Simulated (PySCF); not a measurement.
**Dipole response of Sb (antimony, neutral)**

[Kr] 4d10 5s2 5p3, high-spin 4S determinant. All numbers are calculated (PySCF 2.14, scalar relativity by spin-free X2C-1e, in aug-cc-pVQZ-DK3). Coupled (time-dependent) response in atomic units; α is the mean over directions.

| method | mean α (bohr³) | C₆ (like pair) | S(−4) |
| --- | --- | --- | --- |
| UHF | 44.28 | 486.5 | 505.9 |
| PBE | 48.04 | 527.2 | 698.3 |
| PBE0 | 45.78 | 500.0 | 592.1 |

S(−4) is the Cauchy moment in α(ω) = α(0) + S(−4) ω² + …

Reference α: 43 ± 2 bohr³ (recommended; Schwerdtfeger and Nagle, table of static dipole polarizabilities (2023 update)). Published C₆: 492.0 (Chu and Dalgarno (2004); Tang, Norbeck and Certain (1976)).

α(iu) at PBE:

```
u (hartree)  α(iu) (bohr³)
          0          48.04
     0.0500          46.38
      0.100          42.21
      0.200          32.03
      0.300          23.74
      0.500          13.88
      0.750          8.240
       1.00          5.545
       1.50          3.139
       2.00          2.087
       3.00          1.148
       5.00         0.5030
```

A single London oscillator, α(iu) = α/(1 + u²/ω²), gives C₆ = (3/4) ω α². Matching the computed C₆ needs ω = 4 × 527.2 / (3 × 48.04²) = 0.305 hartree.
